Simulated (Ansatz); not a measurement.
Consider the ligand exchange at the Si–C bond: `O[SiH](O)C[SiH](O)F` + `[SH][GeH3]` → `O[SiH](F)[S][GeH3]` + `C[SiH](O)O`.

Gas-phase electronic energies from Ansatz, PBE0-D4/def2-TZVP geometries. CBS: MP2 limit from def2 TZ/QZ plus the TZ coupled-cluster correction, frozen cores. DFT in def2-TZVPP. B3LYP here is the variant with VWN-RPA as its local correlation; programs differ in this. For Ge outer-core shells are correlated without core-valence functions, which leaves a few kJ/mol of doubt a bond. Scalar relativity is left out up to krypton. One conformer a species, not always the lowest.

`O[SiH](O)C[SiH](O)F`:

```xyz
14

O    -2.206   -0.491    0.016
Si   -0.919   -0.335   -0.983
O    -0.543    1.255   -1.283
C     0.634   -0.995   -0.210
Si    1.149    0.049    1.236
O     1.480    1.570    0.768
F    -0.120    0.032    2.232
H    -2.052   -0.292    0.944
H    -1.333   -0.995   -2.241
H    -1.215    1.797   -1.699
H     1.442   -1.002   -0.949
H     0.463   -2.028    0.111
H     2.298   -0.445    2.018
H     0.922    1.880    0.042
```

`[SH][GeH3]`:

```xyz
6

S    -0.531    1.403    0.846
Ge    0.330   -0.446   -0.042
H    -1.403    1.606   -0.155
H     0.953   -0.143   -1.413
H    -0.754   -1.525   -0.190
H     1.405   -0.895    0.954
```

`O[SiH](F)[S][GeH3]`:

Cartesian coordinates in Å:
```
O 1.300 -0.716 -0.788
Si -0.267 -0.790 -1.245
F -0.901 -2.090 -0.566
S -1.220 0.975 -0.632
Ge -0.205 1.225 1.351
H 1.795 -1.537 -0.746
H -0.450 -0.959 -2.699
H -0.113 -0.131 2.059
H -1.122 2.183 2.120
H 1.182 1.842 1.145
```

`C[SiH](O)O`:

Z-matrix (Å, degrees):
```
C
Si 1 1.852
H 1 1.093 2 111.0
H 1 1.093 2 110.6 3 119.4
H 1 1.092 2 110.8 3 -120.4
O 2 1.647 1 105.2 3 -58.4
O 2 1.646 1 112.8 3 64.2
H 2 1.484 1 113.0 3 -179.4
H 6 0.958 2 117.2 1 -175.7
H 7 0.958 2 117.6 1 -54.3
```

```
          level  ΔE (kJ/mol)  difference from CCSD(T)/CBS
       B3LYP-D4        -34.7                          1.5
        ωB97M-V        -32.2                          4.0
         B2PLYP        -37.2                         -1.0
         r2SCAN        -36.5                         -0.3
  HF/def2-TZVPP        -43.3                         -7.1
CCSD/def2-TZVPP        -33.2                          3.0
  HF/def2-QZVPP        -43.5                         -7.3
   HF/CBS(def2)        -43.6                         -7.4
  MP2/CBS(def2)        -41.3                         -5.1
 CCSD/CBS(def2)        -36.9                         -0.7
    CCSD(T)/CBS        -36.2                            0
```

Largest T1 diagnostic among the species: 0.012.

In def2-TZVPP, CCSD(T) changes the Hartree–Fock value by +10.7 kJ/mol (the triples alone add +0.6 kJ/mol) and MP2 by +5.7 kJ/mol.
